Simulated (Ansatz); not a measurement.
Coupled-cluster diagnostics for the cluster TiS2⁻ (the lowest doublet isomer of a short search), Ansatz.

Geometry of the doublet (PBE-D4/def2-TZVPD):

Cartesian coordinates in Å:
```
Ti 0.1001 0.6874 -0.2413
S -1.5021 -0.5218 -0.9889
S 1.4021 -0.1656 1.2302
```

Correlated methods freeze 15 core orbitals; core or outer-core shells of Ti are correlated, in sets that lack core-valence functions. In CCSD on the charge -1 doublet the largest single amplitude is 0.28, so its Hartree–Fock determinant may place the open shell otherwise than the density functionals do. The structure comes from a short search, and lower isomers may exist.

Geometry of the charge -1 quartet (PBE-D4/def2-TZVPD):

```xyz
3

Ti   -0.194   -0.247   -0.780
S     1.846   -0.373    0.113
S    -1.651    0.621    0.668
```

**Question.** Estimate the CCSD(T) correlation energy, the shares of MP2 and (T), T1 and the reference's ⟨S²⟩ for: charge -1, doublet, own geometry in def2-TZVPPD; charge -1, quartet, own geometry in def2-TZVPPD; charge 0, singlet, vertical in def2-TZVPPD; and the rough time on 4 threads of Arm Neoverse V2 on a shared host.

**Answer.** 
```
                           state        basis  correlation (eV)  MP2 share (%)  (T) share (%)     T1  ⟨S²⟩ (pure)  wall time                                          remarks
charge -1, doublet, own geometry  def2-TZVPPD           -22.242           89.9            6.7  0.083  0.80 (0.75)       23 s                                 large T1 (0.083)
charge -1, quartet, own geometry  def2-TZVPPD           -20.963           87.9            6.0  0.056  3.83 (3.75)       46 s                                 large T1 (0.056)
     charge 0, singlet, vertical  def2-TZVPPD           -23.505           94.7            8.5  0.050  0.00 (0.00)       36 s  flagged by the program, restricted SCF unstable
```
Customary marks for T1 are 0.02 (closed shells), 0.045 (open shells) and about 0.05 (3d metals). T1 exceeds 0.02 in 3 of 3 rows and 0.045 in 3; the higher it lies, the less the single-reference result can be trusted.
